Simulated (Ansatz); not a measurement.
Input file for Ansatz (an electronic-structure program): U-SVWN5/def2-TZVPP on GaTe, 2S+1 = 2, a spin state set in the input, which need not be the lowest, a point of a bond scan (R = 2.411 Å). Elements past Kr take the def2 small-core potentials; no spin–orbit coupling.

Ansatz 0.2 input:
```yaml
crystal:
  periodic: [false, false, false]
  atoms:
    - {symbol: Ga, position_ang: [0.00000000, 0.00000000, 0.00000000]}
    - {symbol: Te, position_ang: [0.00000000, 0.00000000, 2.41097000]}
basis:
  gaussian:
    orbitals: def2-TZVPP
    pivot_positions_ang: [[0.00000000, 0.00000000, 0.00000000], [0.00000000, 0.00000000, 2.41097000]]
hamiltonian:
  xc: {name: SVWN5}
magnetization: {spin_polarized: true, initial_magnetization: 1}
output: {forces: true, orbitals: {seedname: ./end}}
```

Problem. Give the final energy of this run.

Solution. -2189.5043 hartree.
